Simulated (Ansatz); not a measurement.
`N[Si@H](O)O[Si@@H](N)O` + CH₃NH₂ → `CN[SiH](N)O` + `N[SiH](O)O`  (ligand exchange at the Si–O bond)

Computed with Ansatz on PBE0-D4/def2-TZVP structures; ΔE is electronic, products minus reactants. CBS: MP2 limit from def2 TZ/QZ plus the TZ coupled-cluster correction, frozen cores. This one scheme is used for every species. Functionals use def2-TZVPP. One conformer a species, not always the lowest.

```
                 species  r2SCAN energy (Eh)
`N[Si@H](O)O[Si@@H](N)O`          -919.22158
                  CH₃NH₂           -95.83545
           `CN[SiH](N)O`          -517.21264
            `N[SiH](O)O`          -497.81849
```

(1) Work out ΔE.

Largest T1 diagnostic among the species: 0.011.

## Answers

(1) ΔE = (-517.21264) + (-497.81849) − (-919.22158) − (-95.83545) = 0.02590 Eh = +0.70 eV. CCSD(T)/CBS gives +0.71 eV.

In def2-TZVPP, CCSD(T) changes the Hartree–Fock value by −0.10 eV (the triples alone add −0.01 eV) and MP2 by −0.12 eV. From PBE to PBE0 (25 % exact exchange), in def2-TZVPP and without D4, ΔE moves by +0.04 eV. The D4 term adds +0.03 eV with B3LYP and +0.02 eV with PBE0; it sums over pairs of atoms, weighted by their polarisabilities, and B3LYP, whose exchange is more repulsive, gets the larger term.

B3LYP here is the variant with VWN-RPA as its local correlation; programs differ in this.
